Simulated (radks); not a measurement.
Question: Species: neutral cadmium. Configuration: [Kr] 4d10 5s2 (the NIST ground configuration). Calculated with a radial shooting solver on a logarithmic mesh with Libxc functionals: Dirac Kohn-Sham, LDA (Slater exchange, Perdew-Wang correlation), spin-unpolarised, spherical densities, finite nucleus; Fermi nuclear charge, rms radius 4.6087 fm. Some entries of the table are withheld. Estimate them.

orbital  occ.  eigenvalue (eV)  <r^2> (bohr^2)
1s1/2       2        -26475.81        0.001252
2s1/2       2              (1)         0.02041
2p1/2       2        -3661.439         0.01521
2p3/2       4        -3469.265         0.01653
3s1/2       2        -732.1185          0.1473
3p1/2       2              (2)          0.1424
3p3/2       4              (3)          0.1513
3d3/2       4        -397.7992          0.1320
3d5/2       6        -390.8172          0.1347
4s1/2       2        -105.7724             (4)
4p1/2       2         -71.0298           1.010
4p3/2       4         -65.1278           1.080
4d3/2       4              (5)           2.002
4d5/2       6              (6)           2.074
5s1/2       2          -5.9549           9.516

Answer: 
(1) 2s1/2 eigenvalue (eV): -3930.568
(2) 3p1/2 eigenvalue (eV): -624.0931
(3) 3p3/2 eigenvalue (eV): -589.7732
(4) 4s1/2 <r^2> (bohr^2): 0.8755
(5) 4d3/2 eigenvalue (eV): -12.3219
(6) 4d5/2 eigenvalue (eV): -11.6196
